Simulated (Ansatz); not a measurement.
Dissociation curve of SMg, lowest singlet found (which spin is the ground state isn't settled by this scan).

- RKS-PBE = restricted PBE/cc-pVDZ (Ansatz, an electronic-structure program)
- UKS-PBE = unrestricted PBE/cc-pVDZ (Ansatz)
- UKS-PBE0 = unrestricted PBE0/cc-pVDZ (Ansatz)
- FCI = full CI/cc-pVDZ, frozen core (Ansatz)

Energies relative to the lowest point of each curve between 1.78 and 2.47 Å, where full CI is lowest, in kcal/mol; the last columns give the error against full CI:

```json
[
 {"R / Å": "1.78", "RKS-PBE": "41.6", "UKS-PBE": "41.6", "UKS-PBE0": "39.6", "FCI": "45.4", "RKS-PBE − FCI": "-3.8", "UKS-PBE − FCI": "-3.8", "UKS-PBE0 − FCI": "-5.8"},
 {"R / Å": "1.91", "RKS-PBE": "15.2", "UKS-PBE": "15.2", "UKS-PBE0": "13.8", "FCI": "17.2", "RKS-PBE − FCI": "-2.0", "UKS-PBE − FCI": "-2.0", "UKS-PBE0 − FCI": "-3.4"},
 {"R / Å": "2.05", "RKS-PBE": "2.6", "UKS-PBE": "2.6", "UKS-PBE0": "2.0", "FCI": "3.3", "RKS-PBE − FCI": "-0.7", "UKS-PBE − FCI": "-0.7", "UKS-PBE0 − FCI": "-1.3"},
 {"R / Å": "2.15", "RKS-PBE": "0.0", "UKS-PBE": "0.0", "UKS-PBE0": "0.0", "FCI": "0.0", "RKS-PBE − FCI": "0.0", "UKS-PBE − FCI": "0.0", "UKS-PBE0 − FCI": "0.0"},
 {"R / Å": "2.24", "RKS-PBE": "0.7", "UKS-PBE": "0.4", "UKS-PBE0": "0.9", "FCI": "0.1", "RKS-PBE − FCI": "0.5", "UKS-PBE − FCI": "0.3", "UKS-PBE0 − FCI": "0.8"},
 {"R / Å": "2.36", "RKS-PBE": "4.4", "UKS-PBE": "3.4", "UKS-PBE0": "3.4", "FCI": "3.3", "RKS-PBE − FCI": "1.2", "UKS-PBE − FCI": "0.1", "UKS-PBE0 − FCI": "0.1"},
 {"R / Å": "2.44", "RKS-PBE": "8.1", "UKS-PBE": "6.3", "UKS-PBE0": "4.8", "FCI": "6.6", "RKS-PBE − FCI": "1.5", "UKS-PBE − FCI": "-0.3", "UKS-PBE0 − FCI": "-1.8"},
 {"R / Å": "2.47", "RKS-PBE": "9.6", "UKS-PBE": "7.5", "UKS-PBE0": "5.3", "FCI": "8.0", "RKS-PBE − FCI": "1.7", "UKS-PBE − FCI": "-0.5", "UKS-PBE0 − FCI": "-2.7"}
]
```

RKS-PBE is furthest from FCI at 1.78 (-3.8 kcal/mol, below); its mean absolute error over the points is 1.4 kcal/mol.

UKS-PBE is furthest from FCI at 1.78 (-3.8 kcal/mol, below); its mean absolute error over the points is 0.9 kcal/mol.

UKS-PBE0 is furthest from FCI at 1.78 (-5.8 kcal/mol, below); its mean absolute error over the points is 2.0 kcal/mol.

The scan ran from 1.78 to 8.30 Å; beyond the distances shown full CI changes its symmetry label. The restricted form behind RKS-PBE keeps the bonding electrons paired and can't separate into open-shell fragments. The unrestricted determinant behind UKS-PBE is spin-contaminated at 2.15 to 2.47 Å (<S²> up to 0.5, against 0.00 for a pure singlet). The unrestricted determinant behind UKS-PBE0 is spin-contaminated at 2.15 to 2.47 Å (<S²> up to 1.0, against 0.00 for a pure singlet). Also computed but left out beside FCI, since their determinant holds another spin at the minimum (<S²> over 0.7 above the pure value): UHF, UMP2, UCCSD, UCCSD(T), UCCSDT, UCCSDT(Q), UHF/6-31G*.
